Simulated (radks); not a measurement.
The numbers below are computed, except where a source is named.
Effect of the nuclear size on the iron ion Fe2+, [Ar] 3d6. Level of theory: Dirac Kohn-Sham, exchange-only LDA, spin-unpolarised, spherical densities, finite nucleus; open shells are shared between the two j in proportion to 2j + 1; Fermi nuclear charge, rms radius 3.7377 fm (a radial shooting solver on a logarithmic mesh with Libxc functionals). The rms radius is varied about that value; shifts are against it.

rms radius (fm),total energy shift (eV),density at nucleus (e/bohr^3),1s1/2 shift (meV),2s1/2 shift (meV),3s1/2 shift (meV)
3.2705,-0.0258,1.508e+04,-11.0,-0.993,-0.147
3.5957,-0.00820,1.502e+04,-3.49,-0.315,-0.047
3.7377,0,1.5e+04,0.000,0.000,0.000
4.0442,0.0187,1.495e+04,7.96,0.720,0.106
4.5039,0.0495,1.488e+04,21.0,1.90,0.281

Slopes of the eigenvalues against <r^2> in GHz/fm^2, as finite differences over the two radii next to the reference (eigenvalue slopes, not the field-shift constants of lines): 1s1/2 808, 2s1/2 73.1, 3s1/2 10.8.
